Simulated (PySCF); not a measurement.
## Electronic absorption of 4-aminobenzaldehyde

Species: 4-aminobenzaldehyde, C7H7NO.
SMILES: `C(=O)c1ccc(cc1)N`

Method: PySCF 2.14.0, density-fitted response routines, TDDFT CAM-B3LYP/def2-SVPD, vertical, gas phase, core orbitals frozen in the response. Isolated species at its PBE0-D3(BJ)/def2-SVP geometry (one conformer only). Torsions of this conformer, `[NH2:1][c:2]1[cH:3][cH:4][c:5]([CH:6]=[O:7])[cH:8][cH:9]1`: C4–C5–C6–O7 -179°, H–N1–C2–C3 168°, H–N1–C2–C3 14°.

```tsv
state	E (eV)	ν̃ (cm⁻¹)	f	main configurations (H = HOMO, L = LUMO)
S1	4.04	32580	0.0003	H-1→L (88%), H-1→L+5 (10%)
S2	4.71	37970	0.313	H→L (72%), H→L+1 (19%)
S3	4.85	39150	0.154	H→L+1 (54%), H→L (22%), H-2→L (21%)
S4	5.77	46530	0.0017	H→L+2 (94%)
S5	5.94	47940	0.182	H-2→L (72%), H→L+1 (24%)
S6	6.46	52140	0.0001	H-1→L+1 (98%)
```

The lowest singlet comes at 307 nm (390 kJ/mol) in the ultraviolet; it is dark (f under 0.0005); its leading configuration is HOMO-1→LUMO (88%). The strongest level in the table is S2 at 4.71 eV (263 nm, f = 0.313). Löwdin shares by element: HOMO carbon 41% or more, nitrogen 23% (atoms not listed hold the other 36%); LUMO carbon 44% or more, oxygen 18% (atoms not listed hold the other 38%). The oscillator strengths of these states sum to 0.651; summed over the whole spectrum of an exact calculation they would give the number of electrons, 64 (Thomas–Reiche–Kuhn). Orbital energies (eV): HOMO-3 -10.68, HOMO-2 -8.93, HOMO-1 -8.69, HOMO -7.54, LUMO -0.35, LUMO+1 0.55, LUMO+2 1.10. Weighted by f, the mean energy of these states is 5.09 eV. Singlets were solved by full linear response.

On one thread, AMD EPYC 7R43 (x86_64), no GPU, on a shared host, this took 51 s of wall time and 1.2 GiB of memory at its peak.
